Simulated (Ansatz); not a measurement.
Input and output for the cluster Ca₂Se₂.

```yaml
crystal:
  periodic: [false, false, false]
  atoms:
    - {symbol: Ca, position_ang: [1.496980, 0.295669, -0.688751]}
    - {symbol: Ca, position_ang: [-1.496580, -0.296736, 0.689108]}
    - {symbol: Se, position_ang: [0.648009, 0.845874, 1.771650]}
    - {symbol: Se, position_ang: [-0.648399, -0.844807, -1.772018]}
basis:
  gaussian: {orbitals: pcseg-2}
magnetization: {spin_polarized: true, initial_magnetization: 2}
hamiltonian: {xc: {name: B97M-V}, pseudopotentials: {relativity: none}}
scf: {lower_state_search: off}
```

```sh
$ ansatz run in.yaml --threads 4 --pin off --events-out ev --progress --plain --max-ram 4787MiB
```

Output, abridged:

```
Functional definition: B97M-V
  name "B97M-V"
  cite "Mardirossian & Head-Gordon, J. Chem. Phys. 142, 074111 (2015) doi:10.1063/1.4907719"
  cite "Becke, J. Chem. Phys. 107, 8554 (1997) doi:10.1063/1.475007"
  cite "Vydrov & Van Voorhis, J. Chem. Phys. 133, 244103 (2010) doi:10.1063/1.3521275"
  # Of w^i u^j: cxij and so on, Table III.
  parameter cx00 = 1.000
  parameter cx01 = 1.308
  parameter cx02 = 1.901
  parameter cx10 = 0.416
  parameter cx11 = 3.070
  parameter css00 = 1.000
  parameter css02 = -1.855
  parameter css10 = -5.668
  parameter css32 = -20.497
  parameter css42 = -20.364
  parameter cos00 = 1.000
  parameter cos01 = 1.573
  parameter cos03 = -6.298
  parameter cos10 = 2.535
  parameter cos32 = -6.427
  parameter b = 6.0
  parameter c = 0.01
  gx(w, u) = cx00 + cx01*u + cx02*u^2 + (cx10 + cx11*u)*w
  gss(w, u) = css00 + css02*u^2 + css10*w + (css32*w^3 + css42*w^4)*u^2
  gos(w, u) = cos00 + cos01*u + cos03*u^3 + cos10*w + cos32*w^3*u^2
  exchange = spin_sum(e_x_unif_s*gx(b97_w, b97_u_x))
  correlation = spin_sum(e_c_pw_mod_same_spin*gss(b97_w, b97_u_same))
      + integral(e_c_pw_mod_opposite_spin*gos(b97_w_opposite, b97_u_opposite)) + vv10(b, c)
these checks for a lower state are left out or cut short: stability, starts, cluster_reference, orbital_swaps, neighbouring_geometries, increment
1500 factors; their error is unknown
mean field evaluation 1: about -167542.2912 eV, gradient 2.3e1 eV
mean field evaluation 2: about -167537.7114 eV, gradient 3.9e1 eV
mean field evaluation 4: about -167547.1329 eV, gradient 2.6e0 eV
mean field evaluation 8: about -167547.1585 eV, gradient 1.3e0 eV
mean field evaluation 16: about -167547.1394 eV, gradient 2.4e-3 eV
mean field -167547.13942899 eV, -6157.2438064852 hartree, gradient 3.6e-6 eV, S^2 2.008497; 0 other end points of the search recorded, 0 dependent functions left out
reference -167547.13949543 eV, -6157.2438089269 hartree; 55, 53 occupied and 97, 99 virtual orbitals, 1500 factors
Total energy: -167547.13949543 eV, -6157.2438089269 hartree
Checks for a lower state left out: stability, starts, cluster_reference, orbital_swaps, neighbouring_geometries, increment
```

It took 16 s on 4 threads of Arm Neoverse V1 on a shared host.
